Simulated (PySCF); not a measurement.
# Telling isomers of C7H11F3 apart by NMR

PySCF 2.14 calculation with structure optimised with GFN2-xTB and PBE0/pcSseg-1 with gauge-including orbitals; averaged over atoms made equivalent by symmetry, fast rotation or ring inversion, no solvent, no relativistic terms, one computed conformer.

δ = σ(ref) − σ, references computed at the same level: ¹H (31.72 ppm) and ¹³C (186.93 ppm) vs TMS. Splittings of carbon signals by F and P are missing where no couplings were computed. Where no couplings were computed, multiplicities follow the n + 1 count of equivalent neighbours, and m marks all less simple cases (inequivalent or close neighbours, rings, F or P nearby). Shifts are as computed. Against solution values, carbons near 30 ppm lie about +3 ppm off and those near 130 ppm about +5 ppm. Of 1211 compounds with measured shifts, 218 miss one by over three times the rms of a fit or turn the order of signals round; such compounds aren't used in these exercises.

(1) Tabulate the signals of `CC(C)=C(C)CC(F)(F)F`, `CC/C(C)=C\CC(F)(F)F` and their relative energies.

(2) What is the quickest way to tell CC(C)=C(C)CC(F)(F)F from CC/C(C)=C\CC(F)(F)F?

Answers

(1) 
```tsv
SMILES	carbon types	δC	δH	E rel. (kcal/mol)
CC(C)=C(C)CC(F)(F)F	3×C 1×CH2 3×CH3	142.9, 136.0, 125.7, 43.6, 25.2, 23.2, 23.2	2.89 (m, 2H), 1.93 (s, 3H), 1.88 (s, 3H), 1.79 (s, 3H)	0.0
CC/C(C)=C\CC(F)(F)F	2×C 1×CH 2×CH2 2×CH3	156.2, 135.5, 119.5, 37.3, 28.5, 27.1, 15.9	5.53 (m, 1H), 2.78 (m, 2H), 2.17 (q, 2H), 1.94 (s, 3H), 1.02 (t, 3H)	0.0
```

Energies are electronic energies at PBE0/pcSseg-1 on these geometries, without zero-point or thermal terms, each for the one conformer computed, which needn't be the lowest.

(2) Both give the same number of carbon signals, but DEPT or the intensities differ. The first has a fully substituted alkene carbon (C) at 125.7 ppm, the second an alkene CH at 119.5 ppm. Their most deshielded carbons lie at 142.9 and 156.2 ppm. In the proton spectra the most deshielded non-exchanging signals are 2.89 (m, 2H) and 5.53 (m, 1H).
